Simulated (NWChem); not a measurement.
A series in which one site is exchanged, each optimised at PBE0/def2-SVP with NWChem, gas phase unless a solvent is named. Some are not confirmed as minima by frequencies. def2 effective core potentials on Hf; no spin-orbit coupling.

A: [F][Hf]([F])([F])[Cl] (HfClF3; site = Hf)
B: [F][Ge]([F])([F])[Cl] (GeClF$_{3}$; site = Ge)
C: [Ti]([Cl])([F])([F])[F] (TiClF$_{3}$; site = Ti)
D: FC(F)(F)Cl (CClF$_{3}$; site = C)

```tsv
quantity	A	B	C	D
vertical ionisation energy, ΔSCF, CAM-B3LYP/def2-SVP (eV)	[?]	13.42	12.69	12.99
static polarisability, CAM-B3LYP/def2-SVPD (bohr³)	[?]	40.1	47.0	30.9
lowest singlet excitation, CAM-B3LYP/def2-SVPD, TDA (eV)	[?]	7.08	5.18	7.99
```

### Question
Fill in the missing entries.

### Answer

- vertical ionisation energy, ΔSCF, CAM-B3LYP/def2-SVP (eV), A: 12.67
- static polarisability, CAM-B3LYP/def2-SVPD (bohr³), A: 48.5
- lowest singlet excitation, CAM-B3LYP/def2-SVPD, TDA (eV), A: 7.30
